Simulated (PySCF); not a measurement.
Si(Cl)2(NH2)2 (Cl₂H₄N₂Si), SMILES N[Si](N)(Cl)Cl. Geometry optimised at B3LYP-D3(BJ)/def2-SVP. One conformer was computed; it need not be the lowest.

Method: PySCF 2.14.0 with B3LYP-D3(BJ)/def2-SVP.

Harmonic wavenumbers (cm⁻¹): 156, 184, 230, 255, 270, 284, 403, 409, 418, 483, 561, 820, 829, 884, 954, 1528, 1532, 3573, 3574, 3673, 3674. Rotational constants (GHz): 2.680, 1.902, 1.579; symmetry number 2.

Problem. Work out the zero-point energy and the ideal-gas rigid-rotor harmonic-oscillator thermochemistry at 298.15 K and 1 atm.

Solution. ZPE = ½ Σ hcν = ½ × 24692 cm⁻¹ = 147.69 kJ/mol. H − E(el) = 169.91 kJ/mol. Entropy in J/(mol K): translation 169.55, rotation 111.73, vibration 67.91, total 349.19. G − E(el) = 65.80 kJ/mol. Cp = 116.11 J/(mol K).
